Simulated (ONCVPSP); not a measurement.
**Which change was made? (Ni, ONCV)**

ONCVPSP 4.0.1 input, shortened (lines: element, Z, core and valence counts, functional; n l f; lmax; l rc ep ncon nbas qcut; lloc lpopt rc5 dvloc0; l nproj debl; icmod fcfact rcfact), PBEsol, scalar-relativistic:

```
  Ni 28.00    3    4  -116133      upf
    1    0    2.00
    2    0    2.00
    2    1    6.00
    3    0    2.00
    3    1    6.00
    3    2    8.00
    4    0    1.00
    2
    0    1.40    0.00    4    7    9.50
    1    0.75    0.00    4    7    8.90
    2    0.75    0.00    4    9   17.60
    2    5    0.75    0.00
    0    2    1.20
    1    3    0.50
    2    0    0.60
    1    0.20    0.00
```

In the p channel the program set the typed energies aside and used -2.954, 0.250, 0.750 Ha.

Cutoffs, loose and tight: the cutoffs (Ha) at which the residual kinetic energy of the hardest occupied pseudo-wave falls to 1 and 0.1 mHa per electron. They do not see the model core or the augmentation charge, which bear on the density cutoff. Test errors are all-electron minus pseudo excitation energies from the reference, over the configurations 3s2 3p6 3d8 4s2; 3s2 3p6 3d8 4s0; 3s2 3p6 3d7 4s0; 3s2 3p6 3d8 4s1 4p1; variants that change the core or the reference have their own tests.

The base gives: outcome: generated, projector energies reset by the program; cutoff, loose: 133 Ha; cutoff, tight: 247 Ha; bound ghosts: p; GHOST(+) flags above zero: s; largest test error (meV): -6.5.

Question: After one change the result is: outcome: failed: test_data: rc < rc(lloc) for l = 1. Not allowed.. Which change was it?
A. p: rc 0.64
B. reference 3s2 3p6 3d7; wave 3s+4s: rc 1.40 bohr, ncon 4, nbas 7, qcut 9.5 1/bohr, 2 projectors becomes 3s: rc 1.40 bohr, ncon 4, nbas 7, qcut 9.5 1/bohr, 2 projectors, debl 1.2 Ha
C. all radii but the core radius scaled by about 1.14 (s 1.60, p 0.86, d 0.86 bohr)

Answer: A. The others give: all radii but the core radius scaled by about 1.14 (s 1.60, p 0.86, d 0.86 bohr) → outcome: generated, projector energies reset by the program; cutoff, loose: 120 Ha; cutoff, tight: 136 Ha; bound ghosts: none; GHOST(+) flags above zero: s; largest test error (meV): -10 | reference 3s2 3p6 3d7; wave 3s+4s: rc 1.40 bohr, ncon 4, nbas 7, qcut 9.5 1/bohr, 2 projectors becomes 3s: rc 1.40 bohr, ncon 4, nbas 7, qcut 9.5 1/bohr, 2 projectors, debl 1.2 Ha → outcome: generated, projector energies reset by the program; cutoff, loose: 134 Ha; cutoff, tight: 248 Ha; bound ghosts: p; GHOST(+) flags above zero: s, p; largest test error (meV): -98.
